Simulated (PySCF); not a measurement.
# Electronic absorption of C5H12P2

Species: C5H12P2.
InChI=1S/C5H12P2/c1-4-7-5(2)6-3/h6-7H,2,4H2,1,3H3

Method: PySCF, TDDFT PBE0/def2-SVPD, vertical, gas phase, core orbitals frozen in the response. Geometry: GFN2-xTB, one conformer, isolated molecule.

```json
{"state": "S1", "E (eV)": "5.11", "E (kJ/mol)": "493", "λ (nm)": "242.8", "f": "0.045", "main configurations (H = HOMO, L = LUMO)": "H→L (76%), H-1→L (17%)"}
{"state": "S2", "E (eV)": "5.28", "E (kJ/mol)": "510", "λ (nm)": "234.7", "f": "0.079", "main configurations (H = HOMO, L = LUMO)": "H-1→L (82%), H→L (15%)"}
{"state": "S3", "E (eV)": "5.84", "E (kJ/mol)": "564", "λ (nm)": "212.2", "f": "0.022", "main configurations (H = HOMO, L = LUMO)": "H→L+1 (92%)"}
{"state": "S4", "E (eV)": "6.14", "E (kJ/mol)": "593", "λ (nm)": "201.8", "f": "0.016", "main configurations (H = HOMO, L = LUMO)": "H-1→L+1 (90%)"}
{"state": "S5", "E (eV)": "6.27", "E (kJ/mol)": "605", "λ (nm)": "197.8", "f": "0.088", "main configurations (H = HOMO, L = LUMO)": "H→L+2 (56%), H→L+3 (27%)"}
{"state": "S6", "E (eV)": "6.36", "E (kJ/mol)": "613", "λ (nm)": "195.1", "f": "0.0031", "main configurations (H = HOMO, L = LUMO)": "H→L+3 (59%), H→L+2 (31%)"}
{"state": "S7", "E (eV)": "6.49", "E (kJ/mol)": "626", "λ (nm)": "191.2", "f": "0.092", "main configurations (H = HOMO, L = LUMO)": "H-2→L (69%)"}
{"state": "S8", "E (eV)": "6.66", "E (kJ/mol)": "643", "λ (nm)": "186.1", "f": "0.063", "main configurations (H = HOMO, L = LUMO)": "H-1→L+2 (83%)"}
```

Triplets (Tamm–Dancoff): T1 3.77 eV, H→L (79%), H-2→L (11%); T2 4.79 eV, H-1→L (85%); T3 5.00 eV, H→L+1 (51%), H-2→L (19%).

The lowest singlet lies at 5.11 eV (243 nm, ultraviolet) and is of moderate strength; its leading configuration is HOMO→LUMO (76%). The strongest level in the table is S7 at 6.49 eV (191 nm, f = 0.092). Löwdin shares by element: HOMO phosphorus 45%, carbon 33% or more (atoms not listed hold the other 22%); LUMO carbon 57% or more, phosphorus 18% (atoms not listed hold the other 25%). Weighted by f, the mean energy of these states is 6.03 eV. The listed states span 1.56 eV, and the widest gap between neighbours is 0.56 eV (S2 to S3). The oscillator strengths of these states sum to 0.408; summed over the whole spectrum of an exact calculation they would give the number of electrons, 72 (Thomas–Reiche–Kuhn). The window holds the lowest 8 singlets.
